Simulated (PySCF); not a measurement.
## Working out the ionisation energy of Fe

Fe [Ar] 3d6 4s2 (5D) → Fe+ [Ar] 3d6 4s1 (6D). Computed with PySCF 2.14 in x2c-QZVPPall with one added diffuse shell each of s, p, d, f, g type (12s8p6d5f3g, 128 functions), with the spin-free X2C one-electron Hamiltonian (Gaussian nucleus). Frozen: [Ne]. Energies in hartree (1 hartree = 27.21139 eV):

| part | Fe (lower) | Fe+ (upper) |
| --- | --- | --- |
| UHF | -1271.374748 | -1271.138457 |
| MP2 opposite-spin | -0.356701 | -0.317394 |
| MP2 same-spin | -0.181972 | -0.175905 |

Problem. What does Hartree-Fock give?

Solution. (-1271.138457) − (-1271.374748) = 0.236291 hartree = 6.430 eV.

Problem. What do MP2 and SCS-MP2 (6/5 opposite-spin, 1/3 same-spin) give?

Solution. The opposite-spin parts differ by 1.070 eV and the same-spin parts by 0.165 eV. MP2: 6.430 + (1.070) + (0.165) = 7.665 eV. SCS-MP2: 6.430 + 1.2 × (1.070) + (0.165)/3 = 7.769 eV.

Measured between the centres of the two terms (NIST): 7.904 eV, so MP2 (valence and next inner shell) is off by -0.239 eV.

What remains against the reference includes basis incompleteness, the frozen core and correlation beyond second order.
